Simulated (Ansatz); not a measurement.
A series at Ge: from `[OH][GeH]([OH])[OH]`, ligands are replaced one by one, each step taking up H–F and setting free H₂O; n counts the steps. Ansatz, PBE0-D4/def2-TZVP geometries. Each molecule was computed in one conformer, which needn't be the lowest.

CBS adds triple-zeta CCSD(T) − MP2 to the MP2 limit, frozen cores; atoms without spin–orbit coupling. Outer-core shells of Ge are correlated without core-valence functions. Scalar relativity is left out up to krypton. Spin–orbit coupling is left out.

```json
{"n": "0", "molecule": "`[OH][GeH]([OH])[OH]`", "atomization energy, CCSD(T)/CBS (kJ/mol)": "2857.6"}
{"n": "1", "molecule": "`[OH][GeH]([OH])[F]`", "atomization energy, CCSD(T)/CBS (kJ/mol)": "?"}
{"n": "2", "molecule": "`[OH][GeH]([F])[F]`", "atomization energy, CCSD(T)/CBS (kJ/mol)": "2145.2"}
{"n": "3", "molecule": "`[F][GeH]([F])[F]`", "atomization energy, CCSD(T)/CBS (kJ/mol)": "1778.1"}
```

Q: By hand: fit a straight line y = ȳ + b (n − n̄) to the 3 given rows and predict n = 1.

A: n̄ = 1.667, ȳ = 2260.30; Σ(n − n̄)(y − ȳ) = -1676.80, Σ(n − n̄)² = 4.667, so b = -359.29 kJ/mol a step. Prediction: 2260.30 + (-359.29) × (-0.667) = 2499.9 kJ/mol.

Q: By hand: compare with the computed value, 2504.0 kJ/mol, and give the steps along the whole series.

A: The line misses by 4.1 kJ/mol (computed minus predicted). Steps: -353.6, -358.8, -367.1 kJ/mol.

The steps differ by up to 13.5 kJ/mol, small against a whole step but well beyond the method's doubt, so the ligands' effects don't simply add. The miss is 0.4 % of the series' range. The energies themselves are unsure by some kJ/mol a bond, though much of that is common to the series.
